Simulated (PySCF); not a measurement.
## Molecular orbitals of MgI

PBE at R = 2.596 Å; basis Mg x2c-TZVPPall, I x2c-TZVPPall; spin-free X2C with a Gaussian nucleus; PySCF 2.14. State: ²Σ⁺ (doublet), unpaired electrons σ ↑. Only the outer orbitals are listed, counted within each symmetry.

```json
{"spin": "α", "orbital": "13σ", "occ.": "1", "ε (eV)": "-16.38", "on Mg (%)": "4", "main shells (%)": "96 I s"}
{"spin": "α", "orbital": "14σ", "occ.": "1", "ε (eV)": "-7.60", "on Mg (%)": "28", "main shells (%)": "70 I p, 26 Mg s"}
{"spin": "α", "orbital": "7π", "occ.": "1", "ε (eV)": "-6.16", "on Mg (%)": "6", "main shells (%)": "94 I p"}
{"spin": "α", "orbital": "7π", "occ.": "1", "ε (eV)": "-6.16", "on Mg (%)": "6", "main shells (%)": "94 I p"}
{"spin": "α", "orbital": "15σ", "occ.": "1", "ε (eV)": "-4.84", "on Mg (%)": "83", "main shells (%)": "62 Mg s, 20 Mg p, 17 I p"}
{"spin": "α", "orbital": "8π", "occ.": "0", "ε (eV)": "-1.83", "on Mg (%)": "94", "main shells (%)": "91 Mg p"}
{"spin": "α", "orbital": "8π", "occ.": "0", "ε (eV)": "-1.83", "on Mg (%)": "94", "main shells (%)": "91 Mg p"}
{"spin": "α", "orbital": "16σ", "occ.": "0", "ε (eV)": "-0.26", "on Mg (%)": "97", "main shells (%)": "68 Mg p, 20 Mg d, 10 Mg s"}
{"spin": "β", "orbital": "13σ", "occ.": "1", "ε (eV)": "-16.29", "on Mg (%)": "4", "main shells (%)": "96 I s"}
{"spin": "β", "orbital": "14σ", "occ.": "1", "ε (eV)": "-7.39", "on Mg (%)": "24", "main shells (%)": "74 I p, 20 Mg s"}
{"spin": "β", "orbital": "7π", "occ.": "1", "ε (eV)": "-6.12", "on Mg (%)": "5", "main shells (%)": "94 I p"}
{"spin": "β", "orbital": "7π", "occ.": "1", "ε (eV)": "-6.12", "on Mg (%)": "5", "main shells (%)": "94 I p"}
{"spin": "β", "orbital": "15σ", "occ.": "0", "ε (eV)": "-3.64", "on Mg (%)": "86", "main shells (%)": "76 Mg s, 14 I p, 10 Mg p"}
{"spin": "β", "orbital": "8π", "occ.": "0", "ε (eV)": "-0.99", "on Mg (%)": "93", "main shells (%)": "93 Mg p"}
{"spin": "β", "orbital": "8π", "occ.": "0", "ε (eV)": "-0.99", "on Mg (%)": "93", "main shells (%)": "93 Mg p"}
```

Q: Which are the highest filled and the lowest empty level, where do they sit, and how wide is the gap?

A: Highest filled α 15σ at -4.84 eV (in %: 62 Mg s, 20 Mg p, 17 I p); lowest empty β 15σ at -3.64 eV (in %: 76 Mg s, 14 I p, 10 Mg p); the gap at PBE is 1.20 eV.

```
bond order (Mayer)                              : 1.11
⟨S²⟩                                            : 0.751
charge on Mg (Mulliken, basis-dependent)        : 0.34
charge on Mg (Löwdin, basis-dependent)          : -0.18
dipole moment (positive dipole means Mg(−)I(+)) : -2.89 D
polarisability along the bond                   : 102.5 bohr³
polarisability across the bond                  : 74.7 bohr³
```

Spin–orbit coupling is left out. The state was picked by a PBE0 search and need not be the measured ground state.
